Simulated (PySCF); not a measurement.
C4H10N, SMILES CCNC[CH2], multiplicity 2. Atoms are numbered in the order given.

```xyz
15

C     -2.1786     0.3764     0.4336
C     -1.3081    -0.7342    -0.0562
N     -0.0070    -0.3393    -0.5831
C      0.9631     0.0963     0.4084
C      2.2835     0.4769    -0.2493
H     -1.7419     1.2813     0.8656
H     -3.2643     0.2572     0.4871
H     -1.8487    -1.3070    -0.8336
H     -1.1222    -1.4734     0.7535
H     -0.1324     0.3877    -1.2882
H      1.1263    -0.7427     1.1090
H      0.6097     0.9462     1.0359
H      3.0366     0.7564     0.5037
H      2.1547     1.3392    -0.9257
H      2.6724    -0.3628    -0.8457
```
Charge 0, spin multiplicity 2.

Coordinates come from a B3LYP-D3(BJ)/def2-SVP optimisation. The isomer is the one that the SMILES or the coordinates give; other isomers of the formula were not compared. Other conformers were not sampled.

Method: PBE/pcH-1 in PySCF.

Unrestricted Kohn–Sham, ⟨S²⟩ = 0.753. Hyperfine tensors hold the contact and dipolar terms, without spin-orbit corrections.

Q: Estimate the hyperfine couplings. (An estimate is asked for; the answer gives what the named calculation found.)

A: 
| nucleus | A(iso) (MHz) | A(iso) (G) | dipolar principal values (MHz) |
|---|---|---|---|
| 13C no. 1 | 86.5 | 30.9 | -78.7, -78.2, 156.8 |
| 13C no. 2 | -32.1 | -11.5 | -2.5, 0.3, 2.2 |
| 14N no. 3 | 0.0 | 0.0 | -2.1, -1.8, 3.8 |
| 13C no. 4 | -0.6 | -0.2 | -0.7, -0.2, 0.9 |
| 13C no. 5 | 1.5 | 0.5 | -0.3, -0.3, 0.5 |
| 1H no. 6 | -57.0 | -20.3 | -36.2, -0.5, 36.8 |
| 1H no. 7 | -59.3 | -21.2 | -36.2, -0.7, 36.9 |
| 1H no. 8 | 63.7 | 22.7 | -4.9, -4.6, 9.5 |
| 1H no. 9 | 131.0 | 46.7 | -6.2, -1.9, 8.1 |
| 1H no. 10 | -3.3 | -1.2 | -5.6, -1.7, 7.2 |
| 1H no. 11 | 1.6 | 0.6 | -1.8, -1.3, 3.1 |
| 1H no. 12 | 6.7 | 2.4 | -2.6, -2.2, 4.8 |
| 1H no. 13 | 0.3 | 0.1 | -0.6, -0.5, 1.1 |
| 1H no. 14 | 0.4 | 0.1 | -0.8, -0.7, 1.5 |
| 1H no. 15 | 0.0 | 0.0 | -0.7, -0.7, 1.4 |
